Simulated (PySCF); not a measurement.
C8H9, SMILES c1c(C)ccc(C)[c]1 (connectivity only; charge and spin as stated), charge +1, multiplicity 1.

Geometry optimised at PBE0-D3(BJ)/def2-SVP. The multiplicity is an assumed one; other spin states were not compared. The isomer is the one that the SMILES or the coordinates give; other isomers of the formula were not compared.

These are M06-2X/def2-SVP run with PySCF values and carry that method's errors.

Isolated molecule, no solvent.

| Item | Result |
|---|---|
| total energy | -309.52589 hartree |
| highest occupied level | -13.51 eV |
| lowest empty level | -7.69 eV |
| orbital gap | 5.83 eV |
| dipole moment about the centre of nuclear charge | 1.40 D |
| mean static polarisability | 79.4 bohr³ (11.76 Å³) |
| polarisability, principal values | 43.9, 77.6, 116.6 bohr³ |
